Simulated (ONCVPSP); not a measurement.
**Ga, ONCV: configuration errors across variants**

Ga, optimised norm-conserving Vanderbilt (ONCV), made with ONCVPSP 4.0.1 (Wu-Cohen, scalar-relativistic). Core [Ar], reference 3d10 4s2 4p0.75 (charge +0.25). Waves: 4s: rc 1.70 bohr, ncon 3, nbas 7, qcut 3.1 1/bohr, 1 projector; 4p: rc 1.75 bohr, ncon 3, nbas 7, qcut 5.1 1/bohr, 2 projectors, debl 1.8 Ha; 3d: rc 1.15 bohr, ncon 4, nbas 9, qcut 11.5 1/bohr, 3 projectors, debl 0.8 Ha. Local part: polynomial inside 0.95 bohr (lpopt 4, dvloc0 3 Ha). Core correction: Teter function, fcfact 4.5, rcfact 1.15.

All-electron excitation energies from the reference (eV): (1) 3d10 4s2 4p1 -0.820; (2) 3d10 4s2 4p0 4.859; (3) 3d10 4s1 4p0 26.043; (4) 3d10 4s0 4p3 12.628.

A true bound ghost makes a file unfit for plane-wave use even where its test errors are small: the radial tests pick states by their node count and pass the ghost by.

Errors AE − PS in meV (a dash: test not solved or not reliable):

```csv
change,(1),(2),(3),(4),bound ghosts,GHOST(+) flags above zero
base,+0.2,+1.1,+41,-1.6,s,"p, d"
"all radii but the core radius scaled by about 0.83 (s 1.42, p 1.46, d 0.96 bohr); local potential polynomial inside 0.80 bohr (lpopt 4, dvloc0 3 Ha)",+0.4,-3.5,-23,+1.5,"s, p",d
"all radii but the core radius scaled by about 0.93 (s 1.58, p 1.62, d 1.06 bohr); local potential polynomial inside 0.88 bohr (lpopt 4, dvloc0 3 Ha)",+0.1,-3.3,-24,+2.3,s,"p, d"
"all radii but the core radius scaled by about 1.04 (s 1.78, p 1.82, d 1.20 bohr); local potential polynomial inside 1.00 bohr (lpopt 4, dvloc0 3 Ha)",+0.1,-0.8,+4.2,-6.8,none,s
"all radii but the core radius scaled by about 1.13 (s 1.92, p 1.98, d 1.30 bohr); local potential polynomial inside 1.08 bohr (lpopt 4, dvloc0 3 Ha)",+0.1,-1.2,-3.0,-19,none,s
"all radii but the core radius scaled by about 1.18 (s 2.00, p 2.06, d 1.36 bohr); local potential polynomial inside 1.12 bohr (lpopt 4, dvloc0 3 Ha)",0.0,-1.2,-4.9,-28,none,s
"all radii but the core radius scaled by about 1.26 (s 2.14, p 2.20, d 1.44 bohr); local potential polynomial inside 1.20 bohr (lpopt 4, dvloc0 3 Ha)",0.0,-1.2,-9.3,-45,none,none
"all radii but the core radius scaled by about 1.32 (s 2.24, p 2.30, d 1.52 bohr); local potential polynomial inside 1.26 bohr (lpopt 4, dvloc0 3 Ha)",0.0,-1.1,-13,-60,none,none
```

Task: Give the same row for: all radii but the core radius scaled by about 0.77 (s 1.30, p 1.34, d 0.88 bohr); local potential polynomial inside 0.72 bohr (lpopt 4, dvloc0 3 Ha).

Result: –, –, –, –; bound ghosts: s, p, d; GHOST(+) flags above zero: none.
